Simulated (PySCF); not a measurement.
Which level of theory gave which numbers?

Compound: C₅H₃ClOS.
InChI=1S/C5H3ClOS/c6-5(7)4-2-1-3-8-4/h1-3H

The closed-shell ground state was solved 3 times with PySCF (density fitting, gas phase), always with PBE0, in these basis sets: 6-311+G(2d,p), 6-31G* and STO-3G. One conformer (not necessarily the lowest) at the PBE0-D3(BJ)/def2-SVP geometry, without solvent, vibrations or thermal averaging.

```
row  total energy (Eh)  HOMO (eV)  LUMO (eV)  dipole (D)
  P         -1125.3144      -7.53      -2.09        4.33
  Q         -1125.4582      -7.71      -2.37        4.30
  R         -1112.6102      -5.48       0.57        3.76
```

Question: Which basis belongs to which row?

Answer: P = 6-31G*, Q = 6-311+G(2d,p), R = STO-3G. From the lowest total energy up: 6-311+G(2d,p) (250 functions) 0 eV; 6-31G* (126 functions) +3.91 eV; STO-3G (51 functions) +349.61 eV.

Conformer computed: `[O:1]=[C:2]([Cl:3])[c:4]1[cH:5][cH:6][cH:7][s:8]1`: O1–C2–C4–C5 179°.
